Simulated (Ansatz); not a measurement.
Steps of a relaxation of C2H5GeNO (`N=[C]1[CH2][GeH]1[OH]`) with RKS PBE0-D4/def2-TZVP.

```sh
$ ansatz run in.yaml --threads 4 --pin off --events-out ev --progress --plain --max-ram 10444MiB
```

```yaml
crystal:
  periodic: [false, false, false]
  atoms:
    - {symbol: N, position_ang: [-1.077946, -0.719453, 1.900958]}
    - {symbol: C, position_ang: [-0.380987, -0.390094, 0.896828]}
    - {symbol: C, position_ang: [0.596913, -1.092338, 0.021010]}
    - {symbol: Ge, position_ang: [-0.197833, 0.512895, -0.871120]}
    - {symbol: O, position_ang: [1.098505, 1.710347, -1.273199]}
    - {symbol: H, position_ang: [-1.775661, 0.004477, 2.143129]}
    - {symbol: H, position_ang: [1.648685, -0.807831, 0.232496]}
    - {symbol: H, position_ang: [0.474530, -2.175795, -0.171486]}
    - {symbol: H, position_ang: [-1.205957, 0.346073, -2.039364]}
    - {symbol: H, position_ang: [0.902850, 2.560617, -0.836152]}
basis:
  gaussian: {orbitals: def2-TZVP}
hamiltonian: {xc: pbe0, dispersion: d4}
relax: {f_tol: 0.005, max_steps: 150}
```

Positions (Å) and forces (eV/Å) along the path, 13 of 27 steps:

```xyz
10
step=1 energy=-62197.7137 eV
N    -1.078   -0.719    1.901    0.271    0.725   -0.776
C    -0.381   -0.390    0.897   -0.432   -0.192    0.349
C     0.597   -1.092    0.021    0.190   -0.083    0.031
Ge   -0.198    0.513   -0.871    0.427   -0.239    0.030
O     1.099    1.710   -1.273   -0.734    0.255    0.572
H    -1.776    0.004    2.143    0.419   -0.423   -0.164
H     1.649   -0.808    0.232   -0.550   -0.130   -0.060
H     0.475   -2.176   -0.171    0.029    0.610    0.109
H    -1.206    0.346   -2.039    0.164    0.096    0.266
H     0.903    2.561   -0.836    0.215   -0.620   -0.357
10
step=3 energy=-62197.7848 eV
N    -1.055   -0.681    1.867    0.019   -0.087    0.137
C    -0.379   -0.377    0.861   -0.027    0.130   -0.059
C     0.608   -1.093    0.017    0.012   -0.055   -0.041
Ge   -0.182    0.469   -0.886    0.090   -0.023   -0.066
O     1.058    1.696   -1.243   -0.078    0.005    0.041
H    -1.741    0.034    2.099   -0.056    0.025    0.006
H     1.638   -0.817    0.247    0.031   -0.001    0.012
H     0.478   -2.157   -0.167   -0.015   -0.041   -0.005
H    -1.216    0.358   -2.008   -0.022   -0.005   -0.017
H     0.875    2.517   -0.783    0.045    0.051   -0.006
10
step=6 energy=-62197.7847 eV rejected
N    -1.008   -0.661    1.879   -0.270    0.036    0.281
C    -0.399   -0.358    0.833    0.184   -0.111   -0.112
C     0.608   -1.089    0.014   -0.036   -0.031   -0.129
Ge   -0.170    0.454   -0.919    0.085    0.016   -0.098
O     1.021    1.729   -1.257   -0.013   -0.081   -0.045
H    -1.714    0.034    2.117   -0.039    0.025    0.071
H     1.629   -0.864    0.312    0.142    0.044   -0.039
H     0.449   -2.145   -0.192   -0.029   -0.023    0.019
H    -1.198    0.332   -2.045   -0.012   -0.019   -0.029
H     0.865    2.517   -0.738   -0.013    0.144    0.082
10
step=10 energy=-62197.7943 eV
N    -0.989   -0.612    1.895    0.014    0.017   -0.017
C    -0.398   -0.357    0.820    0.000   -0.020    0.013
C     0.613   -1.097    0.002   -0.014   -0.006    0.009
Ge   -0.172    0.433   -0.948    0.001    0.024   -0.011
O     0.956    1.773   -1.258   -0.046    0.141    0.124
H    -1.691    0.093    2.119   -0.004    0.003   -0.001
H     1.644   -0.893    0.293    0.002    0.009    0.000
H     0.430   -2.150   -0.202    0.005   -0.018   -0.001
H    -1.165    0.273   -2.101    0.012    0.001    0.003
H     0.855    2.485   -0.617    0.030   -0.151   -0.119
10
step=11 energy=-62197.7959 eV
N    -0.981   -0.601    1.896   -0.025    0.018    0.008
C    -0.401   -0.354    0.814    0.008   -0.031    0.008
C     0.610   -1.094   -0.002    0.027    0.001   -0.006
Ge   -0.184    0.430   -0.956    0.018   -0.005   -0.030
O     0.927    1.784   -1.267   -0.048    0.184    0.186
H    -1.686    0.103    2.117   -0.004    0.000    0.008
H     1.640   -0.877    0.287   -0.007   -0.008   -0.003
H     0.439   -2.152   -0.195    0.000    0.021    0.004
H    -1.162    0.260   -2.120   -0.002    0.006    0.007
H     0.882    2.450   -0.571    0.032   -0.187   -0.182
10
step=12 energy=-62197.7953 eV rejected
N    -0.984   -0.594    1.891    0.000    0.001    0.014
C    -0.405   -0.352    0.807    0.002    0.040    0.007
C     0.616   -1.087   -0.003    0.007   -0.037   -0.017
Ge   -0.194    0.424   -0.969    0.007    0.007    0.017
O     0.890    1.798   -1.287   -0.022    0.400    0.499
H    -1.690    0.109    2.110   -0.007   -0.012   -0.010
H     1.643   -0.854    0.287   -0.018   -0.012   -0.008
H     0.459   -2.149   -0.187    0.007    0.022    0.002
H    -1.183    0.256   -2.122    0.024   -0.007   -0.002
H     0.932    2.398   -0.523    0.000   -0.402   -0.504
10
step=15 energy=-62197.8058 eV
N    -0.987   -0.599    1.902    0.044   -0.019    0.025
C    -0.431   -0.335    0.811    0.122   -0.094   -0.122
C     0.619   -1.063    0.011    0.003    0.109   -0.112
Ge   -0.215    0.426   -0.976   -0.042   -0.040    0.091
O     0.741    1.884   -1.316    0.070    0.040    0.123
H    -1.713    0.076    2.139   -0.052    0.049   -0.034
H     1.647   -0.835    0.300   -0.035    0.012    0.088
H     0.476   -2.124   -0.190   -0.035    0.036    0.028
H    -1.158    0.236   -2.159   -0.043   -0.021    0.012
H     1.103    2.282   -0.518   -0.030   -0.071   -0.099
10
step=17 energy=-62197.8055 eV rejected
N    -1.001   -0.631    1.898   -0.055    0.259   -0.033
C    -0.435   -0.349    0.816    0.140   -0.085   -0.069
C     0.628   -1.034    0.000   -0.045   -0.192    0.131
Ge   -0.242    0.447   -0.949    0.008   -0.033   -0.142
O     0.714    1.893   -1.326    0.075    0.103    0.153
H    -1.717    0.068    2.108   -0.030   -0.158    0.079
H     1.643   -0.807    0.340   -0.054    0.016   -0.040
H     0.495   -2.101   -0.199    0.032    0.117   -0.016
H    -1.180    0.235   -2.133   -0.051   -0.015    0.030
H     1.179    2.227   -0.553   -0.018   -0.010   -0.094
10
step=19 energy=-62197.7808 eV rejected
N    -0.975   -0.592    1.900   -0.064    0.020   -0.057
C    -0.434   -0.348    0.795   -0.132    0.060    0.046
C     0.636   -1.032   -0.006    0.102   -0.085    0.168
Ge   -0.248    0.430   -0.973    0.017    0.095   -0.066
O     0.686    1.907   -1.305    0.807    0.423    1.274
H    -1.729    0.072    2.090    0.080   -0.041    0.057
H     1.643   -0.800    0.352   -0.022   -0.019   -0.098
H     0.506   -2.095   -0.203    0.023   -0.001   -0.032
H    -1.213    0.218   -2.136    0.034   -0.002   -0.010
H     1.212    2.188   -0.510   -0.845   -0.452   -1.283
10
step=20 energy=-62197.8123 eV
N    -0.985   -0.600    1.900    0.030   -0.010    0.003
C    -0.441   -0.346    0.800    0.034    0.043    0.043
C     0.631   -1.040    0.006   -0.035   -0.026   -0.060
Ge   -0.237    0.432   -0.972    0.023    0.014   -0.025
O     0.712    1.896   -1.308    0.010    0.007    0.099
H    -1.721    0.071    2.118   -0.037    0.005   -0.004
H     1.646   -0.807    0.332   -0.010    0.006    0.026
H     0.497   -2.101   -0.202    0.010   -0.010   -0.003
H    -1.189    0.228   -2.146    0.002   -0.009   -0.002
H     1.171    2.215   -0.525   -0.028   -0.021   -0.077
10
step=24 energy=-62197.8130 eV rejected
N    -0.986   -0.603    1.899    0.012    0.017    0.021
C    -0.444   -0.345    0.800    0.005    0.011   -0.004
C     0.630   -1.036    0.004   -0.003   -0.016   -0.009
Ge   -0.240    0.433   -0.972    0.005    0.010    0.008
O     0.694    1.907   -1.301   -0.014   -0.007   -0.017
H    -1.723    0.067    2.121   -0.013   -0.018   -0.013
H     1.642   -0.801    0.341   -0.009   -0.003    0.001
H     0.503   -2.097   -0.205    0.004    0.002   -0.002
H    -1.189    0.225   -2.148    0.002    0.001    0.002
H     1.197    2.198   -0.536    0.011    0.005    0.013
10
step=26 energy=-62197.8132 eV
N    -0.985   -0.602    1.901    0.001    0.000    0.004
C    -0.443   -0.344    0.801   -0.003    0.000   -0.004
C     0.630   -1.035    0.004    0.004   -0.001    0.003
Ge   -0.240    0.435   -0.971    0.000    0.001    0.001
O     0.692    1.909   -1.302   -0.003   -0.001   -0.001
H    -1.728    0.062    2.120    0.000   -0.001   -0.003
H     1.642   -0.802    0.343   -0.001   -0.001   -0.001
H     0.502   -2.096   -0.206   -0.002    0.001   -0.001
H    -1.189    0.225   -2.146    0.000    0.000    0.000
H     1.202    2.197   -0.541    0.003    0.002    0.001
10
step=27 energy=-62197.8132 eV
N    -0.986   -0.603    1.901    0.001    0.001    0.001
C    -0.444   -0.344    0.801   -0.001   -0.002   -0.001
C     0.631   -1.034    0.005    0.000    0.001    0.003
Ge   -0.241    0.435   -0.970   -0.001    0.000    0.000
O     0.689    1.912   -1.302    0.001    0.001    0.000
H    -1.729    0.060    2.119    0.001   -0.001   -0.001
H     1.642   -0.802    0.345    0.000    0.000    0.000
H     0.503   -2.095   -0.207   -0.001    0.000   -0.001
H    -1.190    0.225   -2.145    0.000    0.000    0.000
H     1.208    2.194   -0.545    0.000   -0.001   -0.001
```

Run time 75 s (4 threads of an Arm Neoverse V2 on a shared host); peak host memory 0.6 GiB.
